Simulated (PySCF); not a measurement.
Vertical excitations of a molecule C10H8S from TDA-PBE/def2-SVP (PySCF 2.14.0), as energy in eV (oscillator strength): 4.23 (0.004), 4.36 (0.613), 4.76 (0.041), 4.94 (0.025), 5.10 (0.022), 5.12 (0.079), 5.47 (0.000), 5.99 (0.031), 6.04 (0.001), 6.14 (0.003). Lowest triplet (TDA): 2.82 eV. Geometry optimised at r2SCAN-D4/def2-SVP. The geometry has at least one imaginary mode, so it is a saddle point at that level. The values are those of a single conformer.

Question: Which molecule gave these data?
(A) c1ccc(-c2cccs2)cc1
(B) C=Cc1cccc2sccc12
(C) C=Cc1csc2ccccc12
(D) C=Cc1ccc2sccc2c1

Answer: A, c1ccc(-c2cccs2)cc1
